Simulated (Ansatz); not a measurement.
Ansatz (an electronic-structure program) input:

Ansatz 0.2 input:
```yaml
crystal:
  periodic: [false, false, false]
  atoms:
    - {symbol: Ge, position_ang: [0.03349568, -0.00661956, 0.55577575]}
    - {symbol: F, position_ang: [0.82657171, 1.45100928, -0.27238247]}
    - {symbol: F, position_ang: [-0.78633364, -1.43947801, -0.29692933]}
basis:
  gaussian:
    orbitals: def2-TZVP
hamiltonian:
  xc: b3lyp
  dispersion: d3bj
total_charge: 1
magnetization: {spin_polarized: true, initial_magnetization: 1}
relax: {f_tol: 0.002, max_steps: 150}
```

Problem. What final total energy does it print?

Solution. -2276.49178 Eh (B3LYP-D3(BJ)/def2-TZVP). The basis has 110 functions.
